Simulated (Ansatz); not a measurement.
Start from `[SiH3]C[SiH2]C=S` and change one atom or group to get `S=C[SiH2][SeH]`.

Ansatz, PBE0-D4/def2-TZVP geometries, multiplicity 1. Each molecule was computed in one conformer, which needn't be the lowest.

Scalar relativity is left out up to krypton.

```tsv
property	`[SiH3]C[SiH2]C=S`
HOMO energy (ωB97M-V/def2-TZVPP) / eV	-8.67
size of the dipole moment (ωB97M-V/def2-TZVPP) / D	1.41
HOMO–LUMO gap (PBE0/def2-TZVPP) / eV	3.73
HOMO energy (B3LYP/def2-TZVPP) / eV	-6.26
HOMO–LUMO gap (B3LYP/def2-TZVPP) / eV	3.32
LUMO energy (PBE0/def2-TZVPP) / eV	-2.76
```

(1) What does the change do to each property? (An estimate is asked.)

## Answers

(1) Computed: 
```
                                          property  `S=C[SiH2][SeH]`  shift
             HOMO energy (ωB97M-V/def2-TZVPP) / eV             -8.68  -0.01
size of the dipole moment (ωB97M-V/def2-TZVPP) / D              1.64   0.23
              HOMO–LUMO gap (PBE0/def2-TZVPP) / eV              3.59  -0.14
               HOMO energy (B3LYP/def2-TZVPP) / eV             -6.28  -0.02
             HOMO–LUMO gap (B3LYP/def2-TZVPP) / eV              3.20  -0.12
                LUMO energy (PBE0/def2-TZVPP) / eV             -2.91  -0.15
```

Dipoles are sizes alone; their direction can turn.

B3LYP here is the variant with VWN-RPA as its local correlation; programs differ in this.

Spin–orbit coupling is left out; it splits and shifts lone-pair levels of the heavy atoms by tenths of an eV.
